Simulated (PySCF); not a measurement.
CBr3, charge +1. Atoms are numbered in the order given.

```xyz
4

C      0.0000     0.0000     0.0000
Br     1.8217     0.0000     0.0000
Br    -0.9108     1.5776     0.0000
Br    -0.9108    -1.5776     0.0000
```
Charge +1, spin multiplicity 1.

Geometry optimised at B3LYP-D3(BJ)/def2-SVP.

Level of theory: SMD-B3LYP/6-31G* (PySCF).

Solvation free energies are E(SMD) − E(gas) at the gas-phase geometry, for 1 M in both phases. Bromine has the revised SMD18 radius of 2.60 Å.

| solvent | ΔG(solv) (kcal/mol) | its non-electrostatic (CDS) part |
|---|---|---|
| water | -47.7 | -0.4 |
| dichloromethane | -47.2 | -4.7 |
| 2-propanol | -49.8 | -4.4 |
